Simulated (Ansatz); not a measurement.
System: trichloro(methyl)germane, CH3Cl3Ge, charge 0, multiplicity 1. SMILES: [CH3][Ge]([Cl])([Cl])[Cl]
Coordinates optimised at B3LYP-D3(BJ)/def2-TZVP (Ansatz, a first-principles code):
```xyz
8

C     -2.1656     0.0654     0.1290
Ge    -0.2312     0.0070     0.0138
Cl     0.5951     1.9785    -0.2494
Cl     0.6325    -0.8291     1.8009
Cl     0.4158    -1.1989    -1.6493
H     -2.4475     0.6828     0.9797
H     -2.5587     0.4930    -0.7913
H     -2.5395    -0.9481     0.2611
```

Quantity: vertical triplet-singlet gap (E(triplet) - E(singlet); each state is the SCF solution reached for its spin; the molecule has degenerate orbitals, so one determinant may break the symmetry; for the triplet the Hartree-Fock reference is unstable and T1 is 0.018), in kcal/mol. Cores are frozen in the correlated levels unless marked. UHF or UKS for open shells. Spin-orbit coupling is left out. Frozen are the shells of the preceding noble gas and the d and f shells that filled before the atom's block. No relativistic terms.  The program attaches cautions to a run behind CCSD/def2-SVPD: other roots. The program attaches cautions to a run behind CCSD/def2-TZVPPD: other roots. The program attaches cautions to a run behind CCSD(T)/def2-SVPD: other roots. The program attaches cautions to a run behind CCSD(T)/def2-TZVPPD: other roots.

```tsv
level	program	vertical triplet-singlet gap (kcal/mol)
HF/def2-QZVPPD	Ansatz	155.2
SVWN5/def2-TZVPD	Ansatz	122.4
PBE/def2-TZVPD	Ansatz	123.6
r2SCAN/def2-TZVPD	Ansatz	132.3
B3LYP/def2-TZVPD	Ansatz	134.6
BHLYP/def2-TZVPD	Ansatz	151.6
CAM-B3LYP/def2-TZVPD	Ansatz	146.5
wB97X-V/def2-TZVPD	Ansatz	156.1
B2PLYP/def2-TZVPD	Ansatz	151.2
RI-MP2/def2-QZVPPD	Ansatz	166.3
CCSD/def2-SVPD	Ansatz	164.2
CCSD/def2-TZVPPD	Ansatz	165.0
CCSD(T)/def2-SVPD	Ansatz	157.8
CCSD(T)/def2-TZVPPD	Ansatz	157.7
```
